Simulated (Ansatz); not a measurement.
`CSB[SiH2]O` and `CB[SiH2]O` differ in one atom or group.

Ansatz, PBE0-D4/def2-TZVP geometries, multiplicity 1. Each molecule was computed in one conformer, which needn't be the lowest.

| property | `CSB[SiH2]O` |
| --- | --- |
| size of the dipole moment (ωB97M-V/def2-TZVPP) / D | 3.32 |
| HOMO energy (PBE/def2-TZVPP) / eV | -6.44 |
| LUMO energy (PBE/def2-TZVPP) / eV | -2.43 |
| HOMO energy (PBE0/def2-TZVPP) / eV | -7.77 |
| LUMO energy (ωB97M-V/def2-TZVPP) / eV | 0.39 |
| ideal-gas entropy at 298 K and 1 bar (rigid rotor, harmonic PBE0-D4/def2-TZVP) / J/(mol·K) | 382 |

(1) What does the change do to each property? (Estimate.)

## Answers

(1) Ansatz gave: 
| property | `CB[SiH2]O` | shift |
| --- | --- | --- |
| size of the dipole moment (ωB97M-V/def2-TZVPP) / D | 2.17 | -1.15 |
| HOMO energy (PBE/def2-TZVPP) / eV | -6.21 | 0.23 |
| LUMO energy (PBE/def2-TZVPP) / eV | -2.79 | -0.36 |
| HOMO energy (PBE0/def2-TZVPP) / eV | -7.50 | 0.27 |
| LUMO energy (ωB97M-V/def2-TZVPP) / eV | 0.14 | -0.25 |
| ideal-gas entropy at 298 K and 1 bar (rigid rotor, harmonic PBE0-D4/def2-TZVP) / J/(mol·K) | 343 | -39 |

With PBE0 the HOMO rises by 0.27 eV and the LUMO falls by 0.26 eV, so the gap narrows by about 0.53 eV. PBE moves the HOMO by 0.23 eV and ωB97M-V by 0.25 eV. The zero-point energy changes by -10.2 kJ/mol with -3 modes. Dipoles are sizes alone; their direction can turn. Modes under 60 cm⁻¹, often nearly free rotors, make the harmonic entropy too high.

Positive LUMOs are unbound, so they and the gaps depend on the basis.
